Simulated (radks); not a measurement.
The numbers below are computed, except where a source is named.
V2+, 21 electrons, occupied as [Ar] 3d3.

Code: a radial shooting solver on a logarithmic mesh with Libxc functionals. Model: scalar-relativistic Kohn-Sham, BLYP, spin-unpolarised, spherical densities, finite nucleus; Fermi nuclear charge, rms radius 3.6002 fm.

Energy parts (hartree):
total: -948.47229
kinetic: 957.32501
electron-nucleus: -2244.45968
Hartree: 383.70825
exchange-correlation: -45.04588

Orbitals (lengths in bohr, moments of r in powers of bohr; <r^-3> diverges for s and p1/2; r(max) is where P^2 peaks):
[
 {"orbital": "1s", "occ.": "2", "eigenvalue (hartree)": "-197.8450", "r(max)": "0.04349", "<r^4>": "0.00009066", "<r>": "0.06644", "<r^-3>": "-"},
 {"orbital": "2s", "occ.": "2", "eigenvalue (hartree)": "-22.75479", "r(max)": "0.2556", "<r^4>": "0.02219", "<r>": "0.3083", "<r^-3>": "-"},
 {"orbital": "2p", "occ.": "6", "eigenvalue (hartree)": "-19.10793", "r(max)": "0.2079", "<r^4>": "0.01760", "<r>": "0.2741", "<r^-3>": "311.0"},
 {"orbital": "3s", "occ.": "2", "eigenvalue (hartree)": "-3.18288", "r(max)": "0.8191", "<r^4>": "1.749", "<r>": "0.9485", "<r^-3>": "-"},
 {"orbital": "3p", "occ.": "6", "eigenvalue (hartree)": "-2.22276", "r(max)": "0.8441", "<r^4>": "2.581", "<r>": "1.015", "<r^-3>": "36.83"},
 {"orbital": "3d", "occ.": "3", "eigenvalue (hartree)": "-0.78392", "r(max)": "0.8854", "<r^4>": "12.25", "<r>": "1.328", "<r^-3>": "2.742"},
 {"orbital": "4s", "occ.": "0", "eigenvalue (hartree)": "-0.66352", "r(max)": "2.471", "<r^4>": "118.2", "<r>": "2.799", "<r^-3>": "-"},
 {"orbital": "4p", "occ.": "0", "eigenvalue (hartree)": "-0.48531", "r(max)": "2.901", "<r^4>": "232.3", "<r>": "3.297", "<r^-3>": "3.590"}
]

The highest occupied level is 3d at -21.332 eV. Summed over all electrons, <r^2> = 16.96 bohr^2, which gives a Langevin (diamagnetic) susceptibility term of -13.4 x 10^-6 cm^3/mol. The electron density at the nucleus is 9945 e/bohr^3 (large components only). The density falls to 0.001 e/bohr^3 at r = 3.17 bohr. For comparison, the ionisation energy in NIST's Atomic Spectra Database is 29.311 eV (measured). In exact Kohn-Sham theory the highest level is minus the ionisation energy, but local and semilocal functionals leave it too shallow, through self-interaction and a potential that decays too fast; potentials with the right tail come closer.

Beside tabulated values, note that spin-unpolarised runs miss the spin-polarisation part of the exchange energy of open shells.
